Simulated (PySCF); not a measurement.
## Os²⁺ (osmium, charge +2) across methods

[Xe] 4f14 5d6, high-spin 5D determinant. Computed with PySCF 2.14 in aug-cc-pVDZ-PP with ECP60MDF, with a scalar-relativistic core potential.

```json
{"method": "LDA", "E (hartree)": "-89.6363", "mean ε 5p β (eV)": "-66.378", "mean ε 5d α (eV)": "-24.259", "mean ε 5d β (eV)": "-21.670", "Σ⟨r²⟩ (bohr²)": "32.43", "⟨S²⟩": "6.001"}
{"method": "PBE0", "E (hartree)": "-89.8406", "mean ε 5p β (eV)": "-68.818", "mean ε 5d α (eV)": "-25.744", "mean ε 5d β (eV)": "-22.964", "Σ⟨r²⟩ (bohr²)": "32.00", "⟨S²⟩": "6.001"}
{"method": "PBE", "E (hartree)": "-89.8633", "mean ε 5p β (eV)": "-66.303", "mean ε 5d α (eV)": "-24.139", "mean ε 5d β (eV)": "-21.592", "Σ⟨r²⟩ (bohr²)": "32.20", "⟨S²⟩": "6.001"}
{"method": "UHF", "E (hartree)": "-89.23793", "mean ε 5p β (eV)": "-75.132", "mean ε 5d α (eV)": "-29.819", "mean ε 5d β (eV)": "-26.018", "Σ⟨r²⟩ (bohr²)": "31.77", "⟨S²⟩": "6.004"}
{"method": "r2SCAN", "E (hartree)": "-89.8827", "mean ε 5p β (eV)": "-67.075", "mean ε 5d α (eV)": "-24.481", "mean ε 5d β (eV)": "-21.601", "Σ⟨r²⟩ (bohr²)": "31.93", "⟨S²⟩": "6.002"}
{"method": "M06-L", "E (hartree)": "-89.9007", "mean ε 5p β (eV)": "-66.691", "mean ε 5d α (eV)": "-24.053", "mean ε 5d β (eV)": "-21.570", "Σ⟨r²⟩ (bohr²)": "31.60", "⟨S²⟩": "6.002"}
{"method": "LC-wPBE", "E (hartree)": "-89.8734", "mean ε 5p β (eV)": "-71.466", "mean ε 5d α (eV)": "-28.466", "mean ε 5d β (eV)": "-25.822", "Σ⟨r²⟩ (bohr²)": "31.90", "⟨S²⟩": "6.001"}
{"method": "r2SCANh", "E (hartree)": "-89.8671", "mean ε 5p β (eV)": "-67.971", "mean ε 5d α (eV)": "-25.097", "mean ε 5d β (eV)": "-22.158", "Σ⟨r²⟩ (bohr²)": "31.90", "⟨S²⟩": "6.002"}
{"method": "MN15", "E (hartree)": "-89.6929", "mean ε 5p β (eV)": "-69.342", "mean ε 5d α (eV)": "-26.276", "mean ε 5d β (eV)": "-24.020", "Σ⟨r²⟩ (bohr²)": "32.33", "⟨S²⟩": "6.002"}
```

Energies and moments cover only the electrons outside the core potential. Spin-orbit coupling, absent here, splits the open shell strongly.
